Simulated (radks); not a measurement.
Results of a calculation; reference values are marked as such.
Radial electron density D(r) = 4 pi r^2 rho(r) of an atom or ion with 47 electrons. Level of theory: Dirac Kohn-Sham, LDA (Slater exchange, VWN5 correlation), spin-unpolarised, spherical densities, finite nucleus; Fermi nuclear charge, rms radius of each element as measured or else 0.836 A^(1/3) + 0.57 fm (a radial shooting solver on a logarithmic mesh with Libxc functionals).

r (bohr),D(r) (e/bohr)
0.001185,1.966
0.00158,3.240
0.002108,5.269
0.002811,8.423
0.00375,13.16
0.005041,20.16
0.006724,29.28
0.008968,40.31
0.01196,51.70
0.01595,60.59
0.02128,63.75
0.02838,60.37
0.03785,55.36
0.05048,57.75
0.06733,70.32
0.08981,80.10
0.1207,71.36
0.161,56.35
0.2148,59.16
0.2865,64.91
0.3821,45.34
0.5096,22.23
0.6797,20.38
0.9066,21.05
1.209,12.96
1.613,5.324
2.168,1.750
2.892,0.4980
3.857,0.09111
5.144,0.007475
6.861,0.0001928

What is the nuclear charge?

Answer. Z = 49. The innermost maximum, from 1s, lies near gamma/Z bohr with gamma = sqrt(1 - (Z/c)^2) = 0.934, here 0.0191 bohr (found: 0.0209), and its height grows with Z. The density is that of the indium ion In2+ in [Kr] 4d10 5s1; the configuration itself is not fixed sharply by these data, and Z only to a few units. D(r) has 4 maxima, at r = 0.0209, 0.0920, 0.271, 0.811 bohr, and minima at 0.0413, 0.177, 0.593 bohr, inside which lie 2.04, 11.16, 28.99 electrons.
